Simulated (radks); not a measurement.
Problem. These are the eigenvalues of the occupied orbitals of an atom or ion with whole-number occupations (eV). Calculated with a radial shooting solver on a logarithmic mesh with Libxc functionals: Dirac Kohn-Sham, PBE, spin-unpolarised, spherical densities, finite nucleus; Fermi nuclear charge, rms radius of each element as measured or else 0.836 A^(1/3) + 0.57 fm.

1s1/2: -13366.28
2s1/2: -1784.377
2p1/2: -1612.149
2p3/2: -1564.628
3s1/2: -289.4349
3p1/2: -229.4958
3p3/2: -222.6414
3d3/2: -118.6266
3d5/2: -117.5307
4s1/2: -64.8402
4p1/2: -50.3982
7f5/2: -4.4077

Which element is it, and in what charge state? The configuration may be excited. Open shells, if any, fill j = l - 1/2 first.

Solution. Z = 35, bromine, charge +3: Br3+ in [Ar] 3d10 4s2 4p1 7f1. The list shows which subshells hold electrons but not how many an open one holds; the 1s level, -491.2 hartree, gives Z - s = 31.3 by -(Z - s)^2/2, which with screening and relativity narrows Z to a few neighbours, and the depths of the outer levels then fix element, charge and occupations together.
